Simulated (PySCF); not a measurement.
**Excitation energy of I²⁺ by level of theory**

I²⁺ [Kr] 4d10 5s2 5p3 (4S) → I²⁺ [Kr] 4d10 5s2 5p2 5d1 (high-spin determinant), as a difference of total energies. All numbers are calculated (PySCF 2.14, a scalar-relativistic core potential, in aug-cc-pwCVDZ-PP with ECP28MDF (6s5p4d1f, 48 functions)). Correlated levels: valence: 4s2 4p6 4d10 frozen; valence and next inner shell: nothing frozen outside the core potential. The calculations carry no spin-orbit coupling.

```
                                method  excitation energy (eV)
                                   UHF                  14.809
                                   LDA                  13.914
                                   PBE                  13.711
                                  PBE0                  14.077
                                r2SCAN                  14.269
                                  BLYP                  13.671
                                   M06                  13.635
                                  MN15                  14.267
                         MP2 (valence)                  14.733
                     SCS-MP2 (valence)                  14.672
SCS-MP2 (valence and next inner shell)                  14.811
```

Problem. Estimate what wB97X-V gives.

Solution. 14.330 eV, closest to r2SCAN among the rows shown.

Problem. Estimate what MP2 (valence and next inner shell) gives.

Solution. 14.930 eV, closest to SCS-MP2 (valence and next inner shell) among the rows shown.

The promoted electron is Rydberg-like, and one or two diffuse shells describe it only roughly, which tends to raise the upper state.

The determinant of the upper state mixes LS terms, which raises its energy above the lowest term, most at the Hartree-Fock and MP2 levels.
